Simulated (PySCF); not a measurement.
## Zn: ionisation energy

Zn [Ar] 3d10 4s2 (1S) → Zn⁺ [Ar] 3d10 4s1 (2S), as a difference of total energies. Computed with PySCF 2.14 in x2c-TZVPPall (6s5p4d2f1g, 64 functions), with scalar relativity by spin-free X2C-1e. Correlated levels: valence: [Ar] frozen. The calculations carry no spin-orbit coupling.

```json
{"method": "UHF", "ionisation energy (eV)": "7.791"}
{"method": "MP2 (valence)", "ionisation energy (eV)": "9.049"}
{"method": "SCS-MP2 (valence)", "ionisation energy (eV)": "9.065"}
{"method": "CCSD (valence)", "ionisation energy (eV)": "9.112"}
{"method": "CCSD(T) (valence)", "ionisation energy (eV)": "9.223"}
```

Q: How much does correlation contribute at CCSD(T) (valence)?

A: 9.223 − (7.791) = 1.432 eV, measured against UHF.

Errors of the correlated levels include the incompleteness of this basis and the frozen core.

For comparison: 9.394 eV (measured; NIST Atomic Spectra Database, ionization energies).
